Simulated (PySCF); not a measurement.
Working out the excitation energy of Ne²⁺

Ne²⁺ [He] 2s2 2p4 (3P) → Ne²⁺ [He] 2s2 2p3 3d1 (5D). Calculation: PySCF 2.14, in aug-cc-pVTZ (5s4p3d2f, 46 functions); no relativity, point nucleus. Frozen: 1s2. Energies in hartree (1 hartree = 27.21139 eV):

| part | Ne²⁺ (lower) | Ne²⁺ (upper) |
| --- | --- | --- |
| UHF | -126.366558 | -124.423643 |
| MP2 opposite-spin | -0.110144 | -0.077703 |
| MP2 same-spin | -0.034927 | -0.035907 |

Question: What does Hartree-Fock give?

Answer: (-124.423643) − (-126.366558) = 1.942915 hartree = 52.869 eV.

Question: What do MP2 and SCS-MP2 (6/5 opposite-spin, 1/3 same-spin) give?

Answer: The opposite-spin parts differ by 0.883 eV and the same-spin parts by -0.027 eV. MP2: 52.869 + (0.883) + (-0.027) = 53.725 eV. SCS-MP2: 52.869 + 1.2 × (0.883) + (-0.027)/3 = 53.920 eV.
